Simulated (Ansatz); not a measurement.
Wavefunction ladder for C4H8O3 (`COCOC(C)=O`)

```xyz
15

C    -0.9479   -0.7613   -2.0791
O     0.3952   -0.5747   -1.6926
C     0.6252    0.6070   -1.0289
O     0.0193    0.6188    0.2637
C     0.7675    0.1477    1.2872
C    -0.0324    0.1183    2.5518
O     1.9113   -0.1907    1.1793
H    -1.2961    0.0712   -2.7043
H    -0.9875   -1.6829   -2.6582
H    -1.6086   -0.8526   -1.2115
H     1.7029    0.7184   -0.9252
H     0.1731    1.4596   -1.5484
H    -0.5014    1.0879    2.7256
H    -0.8331   -0.6185    2.4551
H     0.6123   -0.1484    3.3855
```

The species carries charge 0 and has multiplicity 1. The structure was optimised at the PBE0-D4/def2-TZVP level. It is one conformer, not always the lowest. Frozen core, restricted reference, Ansatz. CBS rows extrapolate triple and quadruple zeta; past MP2 they add the triple-zeta difference.

```json
{"basis": "def2-TZVPP", "HF (Eh)": "-380.88000", "MP2 corr.": "-1.36910"}
{"basis": "def2-QZVPP", "HF (Eh)": "-380.89753", "MP2 corr.": "-1.46856"}
```

(1) Estimate the CCSD correlation energy and the (T) correction in each basis where they were run (hartree).

## Answers

(1) 
| basis | CCSD corr. | (T) |
| --- | --- | --- |
| def2-TZVPP | -1.40590 | -0.05732 |
| CBS(def2) | -1.57903 | as TZ |
